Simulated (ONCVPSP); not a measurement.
## An all-electron radial function and its pseudo partner (barium)

Columns: radius, all-electron u(r) and pseudo u(r) of the 5s shell (level -42.78 eV) of barium in the configuration [Kr] 4d10 5s2 5p6 6s0.5; LDA (Perdew-Wang 92), scalar-relativistic, ONCV scheme, ONCVPSP 4.0.1.

```csv
r (bohr),all-electron,pseudo
0.145,0.1209,0.0996
0.290,0.1711,0.2014
0.435,-0.3761,0.3065
0.580,-0.4766,0.4139
0.725,-0.1955,0.5201
0.870,0.1942,0.6199
1.015,0.5317,0.7066
1.160,0.7625,0.7738
1.305,0.8873,0.8165
1.450,0.9275,0.8319
1.595,0.9079,0.8202
1.740,0.8505,0.7843
1.885,0.7721,0.7289
2.030,0.6849,0.6603
2.175,0.5968,0.5848
2.320,0.5128,0.5080
2.465,0.4357,0.4342
2.610,0.3668,0.3665
2.755,0.3064,0.3064
2.900,0.2544,0.2544
3.045,0.2100,0.2100
3.190,0.1726,0.1726
3.335,0.1413,0.1413
3.480,0.1152,0.1152
3.625,0.0937,0.0937
3.770,0.0760,0.0760
```

How many radial nodes do the two functions have?

The all-electron 5s function has n − l − 1 = 4 (the table is too coarse to show those close to the nucleus); the pseudo-wave has 0, since the states of the same l below it are removed with the core.

At about which radius was the pseudo-wave matched?

2.90 bohr. The columns agree to 0.0005 from 2.61 bohr on; several derivatives are matched, so the curves merge somewhat inside the radius.

Is the pseudo-wave norm-conserving?

Yes: the ONCV scheme keeps the norm inside the radius equal to the all-electron one, which fixes the energy derivative of the logarithmic derivative at the level.
